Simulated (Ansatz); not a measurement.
Basis sets compared for the cluster Ga5As4⁺ (the lowest singlet isomer of a short search). The state is a singlet with charge 1. Geometry PBE-D4/def2-SVP. Ansatz on 6 threads of Intel Xeon 6975P-C on a shared host; times are rough, and most runs start from earlier orbitals.

```xyz
9

Ga    0.3176   -0.2817    2.3905
Ga    2.8221    0.9063   -2.3541
Ga    1.4084   -2.3079   -0.1541
Ga   -3.8555   -0.7213   -0.3668
Ga    0.4197    2.6159    0.5570
As   -1.7015    0.8682    0.6891
As    1.9878    0.3869    0.0891
As   -0.1915    0.1323   -1.1845
As   -1.2070   -1.5987    0.3338
```

The 6-31G sets use Cartesian d functions. The structure comes from a short search, and lower isomers may exist.

```
           level  functions  energy (Eh)  HOMO (eV)  LUMO (eV)  wall time
       HF/STO-3G        162  -18341.3607      -8.56      -0.54       34 s
        HF/6-31G        261  -18549.9485     -10.35      -3.49        7 s
 PBE-D4/def2-SVP        288  -18562.7414      -8.30      -6.66        3 s
PBE0-D4/def2-SVP        288  -18563.1512      -8.98      -6.05       11 s
```

(1) Estimate the rows for PBE-D4/def2-TZVP, PBE0-D4/def2-TZVP.

## Answers

(1) 
```
            level  functions  energy (Eh)  HOMO (eV)  LUMO (eV)  wall time
 PBE-D4/def2-TZVP        432  -18565.0836      -8.25      -6.63      6.5 s
PBE0-D4/def2-TZVP        432  -18565.4912      -8.93      -6.02       29 s
```
